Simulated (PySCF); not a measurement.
# Field gradients at the hydrogen positions

Species: C6H10F (charge +1).
Z-matrix (Å and degrees, GFN2-xTB geometry), rows numbered from 1:
```
C 
C   1  1.4558
C   2  1.3770  1  128.76
C   3  1.3948  2  128.46  1    -2.15
C   4  1.4648  3  125.28  2    -2.08
C   4  1.4791  3  118.67  2   178.51
F   6  1.3542  4  113.74  3    -2.44
H   1  1.0944  2  111.30  3   -54.31
H   1  1.0862  2  111.64  3  -176.83
H   1  1.0954  2  110.71  3    61.94
H   2  1.0845  1  116.14  3   179.49
H   3  1.0840  2  116.16  1   177.99
H   5  1.0874  4  112.18  3  -176.75
H   5  1.0930  4  110.84  3   -54.33
H   5  1.0940  4  110.23  3    61.93
H   6  1.1026  4  110.28  3   118.37
H   6  1.1019  4  110.39  3  -123.40
```

Level: PBE0/pcSseg-1 (PySCF, non-relativistic); Q(2H) = 0.00286 b; rigid geometry, the same for H and D, with no vibrational averaging.

Problem. What are Vzz, η and χzz (234.96 MHz × Q × Vzz) at all hydrogens?

Solution. 
| atom | bonded to | bond length (Å) | Vzz (au) | η | χzz (kHz) |
| --- | --- | --- | --- | --- | --- |
| H8 | C1 | 1.094 | 0.2984 | 0.04 | 201 |
| H9 | C1 | 1.086 | 0.3037 | 0.04 | 204 |
| H10 | C1 | 1.095 | 0.2975 | 0.04 | 200 |
| H11 | C2 | 1.085 | 0.2982 | 0.01 | 200 |
| H12 | C3 | 1.084 | 0.2998 | 0.09 | 201 |
| H13 | C5 | 1.087 | 0.3020 | 0.06 | 203 |
| H14 | C5 | 1.093 | 0.2987 | 0.03 | 201 |
| H15 | C5 | 1.094 | 0.2976 | 0.03 | 200 |
| H16 | C6 | 1.103 | 0.2706 | 0.09 | 182 |
| H17 | C6 | 1.102 | 0.2716 | 0.09 | 183 |

Problem. How does χzz go with the bond length over the 10 C–H bonds?

Solution. A straight-line fit has a slope of -10.0 kHz for each 0.01 Å, with a correlation coefficient of -0.83, over lengths from 1.084 to 1.103 Å. The longer bonds have the smaller couplings here.

One conformer (not necessarily the lowest) at the GFN2-xTB geometry, without solvent, vibrations or thermal averaging. GFN2-xTB bond lengths can be off by several hundredths of an ångström, more for odd bonds, and the gradients follow them. The basis is small and wasn't made for field gradients, so the couplings can be 20 % off.
